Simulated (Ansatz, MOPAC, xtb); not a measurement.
Dimer: SiH4 (SMILES [SiH4]) (first 5 atoms) with C3H4 (SMILES C=C=C); geometry from B3LYP-D3(BJ)/def2-TZVP, rigid monomers moved along the line of their centres of mass till Si1···C6 is 3.29 Å.
(charge 0, multiplicity 1):
```xyz
12

Si    -0.114     0.346     0.252
H      1.228     0.621     0.809
H     -0.015     0.247    -1.224
H     -1.040     1.446     0.601
H     -0.627    -0.933     0.787
C     -0.443     1.010     3.461
C      0.062    -0.188     3.475
C      0.567    -1.386     3.477
H      0.183     1.883     3.319
H     -1.507     1.174     3.589
H      0.659    -1.955     2.559
H      0.911    -1.852     4.393
```

Interaction energies are E(AB) − E(A) − E(B) at the monomers' geometry in the complex; basis-set methods are counterpoise corrected.

Correlated levels freeze the cores. The state reached by PM3 isn't checked.

The values were computed with Ansatz (Gaussian basis) for Hartree–Fock, density functionals and correlated methods; MOPAC for PM3 (differences of heats of formation); xtb for the GFN methods. Each number belongs to the level named beside it.

Question: What is the computed interaction energy (PM3)?

Answer: 8 kJ/mol

Ansatz is an electronic-structure program.
